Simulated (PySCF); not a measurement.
Static response to an electric field

Compound: C4H8FNSi.
Structure used (GFN2-xTB), in Å, numbered top down from 1:
```xyz
15
C4H8FNSi angstrom
C     -2.308    0.486    0.148
C     -1.080   -0.366   -0.125
F     -1.052   -1.408    0.795
C      0.227    0.406   -0.023
Si     1.735   -0.762   -0.053
C      3.221    0.373   -0.102
N      4.135    1.063   -0.131
H     -3.207   -0.124    0.096
H     -2.242    0.927    1.140
H     -2.375    1.280   -0.591
H     -1.161   -0.856   -1.105
H      0.223    0.982    0.905
H      0.267    1.123   -0.843
H      1.844   -1.569    1.159
H      1.767   -1.546   -1.291
```

Level: CAM-B3LYP/def2-SVPD (PySCF), static field, nuclei fixed, core orbitals frozen in the response. The polarisability tensor in these axes (au):

```
x   95.47  4.34 -1.15
y    4.34 73.00 -0.36
z   -1.15 -0.36 64.76
```

Q: Diagonalise the tensor; give its mean and Δα, where Δα² is half the sum of the squared differences of the eigenvalues.

A: Principal values 64.72, 72.19 and 96.33 au; mean 77.74 au = 11.52 Å³ = 12.82 × 10⁻⁴⁰ C²·m²/J; Δα = 28.62 au (37 % of the mean).

Q: What is the dipole moment, and where does it point?

A: (-3.81, -0.47, -0.97) D, 3.96 D in size, pointing from the negative to the positive side. Measured along this direction, the outermost atoms are N7 at the negative end and H8 at the positive end.

Q: Orientational against electronic polarisability at 500 K (dilute gas, rigid molecules)?

A: In Gaussian units μ²/3kT = 75.65 Å³ against 11.52 Å³, a ratio of 6.57; the Debye molar polarisation (4π/3)N_A(α + μ²/3kT) is 219.9 cm³/mol, leaving out the vibrational part.

Q: Estimate the molar refractivity from the static electronic polarisability.

A: Lorentz–Lorenz: R = (4π/3)N_A α = 2.5225 cm³/(mol·Å³) × 11.52 Å³ = 29.1 cm³/mol, in the limit of long wavelengths.

Q: Find the Langevin capture rate constant for O2+ (31.990 u) meeting this molecule (117.041 u), k = 2.342 × 10⁻⁹ cm³/s × √(α in Å³ / reduced mass in u).

A: The reduced mass is 25.12 u, so k = 1.59 × 10⁻⁹ cm³/s. The formula leaves out the permanent dipole, which adds to the capture rate.

Q: What depolarisation ratio follows for Rayleigh scattering of linearly polarised light, taking the static tensor?

A: ρ = 3Δα²/(45ᾱ² + 4Δα²) = 2456.8/(271991 + 3275.7) = 0.00893.

The structure is a single GFN2-xTB conformer in the gas phase; no vibrational or solvent corrections.

These values come from a run that also computed excited states. On one thread of an AMD EPYC, on a shared host, this took 2.0 min wall, 1.8 min CPU (grids of density and orbitals included) and 0.95 GiB of memory at its peak.
